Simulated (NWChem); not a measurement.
A series in which one site is exchanged, each optimised at PBE0/def2-SVP with NWChem, gas phase unless a solvent is named. All stand in one matching conformer (torsions within 35°), which need not be the lowest. This build's default masses of Se (78.918 u) and Br (79.917 u) are each other's, which moves their modes by up to 0.6 %. Shieldings are non-relativistic GIAO values without spin-orbit effects.

A: [GaH2][O]C (CH5GaO; site = H)
B: [GaH]([O]C)[F] (CH₄FGaO; site = F)
C: C[O][GaH][Cl] (CH$_{4}$ClGaO; site = Cl)
D: C[O][GaH][Br] (CH₄BrGaO; site = Br)

```json
[
 {"quantity": "dipole (D), PBE0/def2-SVP", "A": "…", "B": "3.07", "C": "2.67", "D": "0.57"},
 {"quantity": "highest harmonic frequency (cm⁻¹), PBE0/def2-SVP", "A": "…", "B": "3103", "C": "3104", "D": "3107"},
 {"quantity": "lowest singlet excitation, CAM-B3LYP/def2-SVPD, TDA (eV)", "A": "…", "B": "6.25", "C": "6.03", "D": "6.04"},
 {"quantity": "13C shift against tetramethylsilane, PBE0/pcSseg-1 (ppm)", "A": "…", "B": "55.9", "C": "57.3", "D": "56.4"},
 {"quantity": "13C shift against tetramethylsilane, PBE/pcSseg-1 (ppm)", "A": "…", "B": "58.2", "C": "59.8", "D": "58.6"}
]
```

Question: Complete the blanks.

Answer: 
- dipole (D), PBE0/def2-SVP, A: 1.12
- highest harmonic frequency (cm⁻¹), PBE0/def2-SVP, A: 3088
- lowest singlet excitation, CAM-B3LYP/def2-SVPD, TDA (eV), A: 5.51
- 13C shift against tetramethylsilane, PBE0/pcSseg-1 (ppm), A: 60.0
- 13C shift against tetramethylsilane, PBE/pcSseg-1 (ppm), A: 62.9
